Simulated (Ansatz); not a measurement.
Reaction (atomization): `[NH2][InH][SnH2][OH]` → 6 H• + In• + N• + O• + Sn•

Isolated molecules relaxed with PBE0-D4/def2-TZVP in Ansatz; ΔE leaves out vibrations. CBS: MP2 limit from def2 TZ/QZ plus the TZ coupled-cluster correction, frozen cores. This one scheme is used for every species, atoms too. For atomizations the MP2-based limit and the directly extrapolated one differ by several kJ/mol either way, and by 10 to 25 for some Ge, Se and Sn compounds, so smaller differences from it don't rank the levels. DFT in def2-TZVPP. Open shells (•) are unrestricted, without spin–orbit coupling. Spin–orbit coupling would lower the free atoms: a little for O; strongly for In, Sn. Elements past krypton have def2 core potentials. Bonds to In, Sn are less sure, by a few kJ/mol each and by 10 to 20 or more in all where they break to atoms, as the def2 sets lack core-valence functions. Each species was taken in one conformer, which may not be the lowest.

```json
{"level": "LDA (SPW92)", "ΔE (kcal/mol)": "753.9", "difference from CCSD(T)/CBS": "94.6"}
{"level": "PBE-D4", "ΔE (kcal/mol)": "654.4", "difference from CCSD(T)/CBS": "-4.9"}
{"level": "revPBE-D4", "ΔE (kcal/mol)": "633.9", "difference from CCSD(T)/CBS": "-25.4"}
{"level": "BLYP-D4", "ΔE (kcal/mol)": "646.3", "difference from CCSD(T)/CBS": "-13.0"}
{"level": "r2SCAN0-D4", "ΔE (kcal/mol)": "632.3", "difference from CCSD(T)/CBS": "-27.0"}
{"level": "ωB97X-V", "ΔE (kcal/mol)": "657.1", "difference from CCSD(T)/CBS": "-2.2"}
{"level": "B2PLYP", "ΔE (kcal/mol)": "637.9", "difference from CCSD(T)/CBS": "-21.4"}
{"level": "revPBE", "ΔE (kcal/mol)": "623.1", "difference from CCSD(T)/CBS": "-36.2"}
{"level": "BLYP", "ΔE (kcal/mol)": "637.0", "difference from CCSD(T)/CBS": "-22.3"}
{"level": "r2SCAN0", "ΔE (kcal/mol)": "630.9", "difference from CCSD(T)/CBS": "-28.4"}
{"level": "BHLYP", "ΔE (kcal/mol)": "617.2", "difference from CCSD(T)/CBS": "-42.1"}
{"level": "LC-ωPBE", "ΔE (kcal/mol)": "646.1", "difference from CCSD(T)/CBS": "-13.2"}
{"level": "MP2/def2-TZVPP", "ΔE (kcal/mol)": "633.4", "difference from CCSD(T)/CBS": "-25.9"}
{"level": "MP2/def2-QZVPP", "ΔE (kcal/mol)": "648.3", "difference from CCSD(T)/CBS": "-11.0"}
{"level": "SCS-MP2/def2-QZVPP", "ΔE (kcal/mol)": "653.1", "difference from CCSD(T)/CBS": "-6.2"}
{"level": "CCSD/CBS(def2)", "ΔE (kcal/mol)": "647.4", "difference from CCSD(T)/CBS": "-11.9"}
{"level": "CCSD(T)/CBS", "ΔE (kcal/mol)": "659.3", "difference from CCSD(T)/CBS": "0"}
```

Largest T1 diagnostic among the species: 0.015.

From r2SCAN to r2SCAN0 (25 % exact exchange), in def2-TZVPP and without D4, ΔE moves by −14.6 kcal/mol: exact exchange takes away binding that semilocal exchange gives to molecules. Leaving LDA and LC-ωPBE aside and taking each functional with its dispersion term where it has one, the values, not all of them listed here, spread over 33.0 kcal/mol, from BHLYP-D4 to ωB97X-V. LDA lies +104.0 kcal/mol from PBE without D4, its usual overbinding.
